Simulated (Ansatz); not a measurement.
`CN([SiH3])CF`, relaxed with RKS PBE-D4/def2-SVP in Ansatz from a rough embedded geometry. The force threshold is 0.03 eV/Å; the program also tests the step.

Total charge 0; spin multiplicity 1.

Start:

```xyz
13

C     0.528   -1.288   -0.300
N    -0.265   -0.081   -0.200
Si    0.314    1.333   -0.929
C    -0.864    0.068    1.140
F    -1.613   -1.119    1.355
H    -0.137   -2.207   -0.022
H     0.899   -1.493   -1.271
H     1.364   -1.306    0.451
H     0.780    1.017   -2.313
H     1.532    1.777   -0.132
H    -0.709    2.359   -0.883
H    -0.156    0.150    1.931
H    -1.674    0.791    1.174
```

(1) How much energy does the relaxation release, and in how many steps? (An estimate is asked.)

(2) Which bonds change most? (Best estimate.)

(3) Give the relaxed structure. (Estimate.)

## Answers

(1) Computed: 0.68 eV, in 17 steps, 2 of them rejected.

(2) The calculation gave: N2–Si3 from 1.693 to 1.766 Å; N2–C4 from 1.476 to 1.415 Å; C1–H6 from 1.167 to 1.114 Å; Si3–H11 from 1.450 to 1.502 Å.

(3) The calculation gave: 
```xyz
13

C     0.832   -1.232   -0.032
N     0.141    0.031    0.222
Si    0.193    1.291   -1.015
C    -0.944   -0.039    1.127
F    -2.079   -0.677    0.585
H     0.197   -1.974   -0.569
H     1.743   -1.056   -0.640
H     1.156   -1.693    0.928
H    -0.471    0.918   -2.319
H     1.638    1.585   -1.314
H    -0.497    2.491   -0.432
H    -0.654   -0.629    2.028
H    -1.256    0.984    1.431
```
